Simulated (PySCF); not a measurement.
Worked example: oscillator strength and radiative lifetime

Te(NH2)(OSiH3) (H5NOSiTe), SMILES [SiH3]O[Te]N.

The structure is a stationary point at PBE0-D3(BJ)/def2-SVP. This is a generated structure with no PubChem entry under its InChIKey; it may be hypothetical. The def2 effective core potentials stand for the cores of Te; spin–orbit coupling is left out. One conformer was computed; it need not be the lowest.

TDDFT-PBE/def2-SVPD (PySCF 2.14.0) puts the first singlet state with f over 0.02 at 4.83 eV (vertical), with the transition dipole (0.182, 0.169, 0.522) in atomic units.

Problem. Find the oscillator strength, the wavelength and the radiative lifetime that this transition would have in vacuum if emission retraced absorption.

Solution. 
|μ|² = 0.3342 au, so |μ| = 1.47 D. ΔE = 4.83/27.211 = 0.1775 hartree. f = (2/3) ΔE |μ|² = 0.040 (the program prints 0.039).
λ = 1239.84/4.83 = 257 nm; ν = 38957 cm⁻¹.
Einstein's coefficient A = 0.6670 ν² f s⁻¹ (ν in cm⁻¹) = 4.0e7 s⁻¹, so τ = 1/A = 25 ns. This state is S4; the lower singlets have f = 0.001, 0.002, 0.010. The figure is the radiative limit of this one transition; relaxation, internal conversion, crossing to triplets and a medium change what is measured.
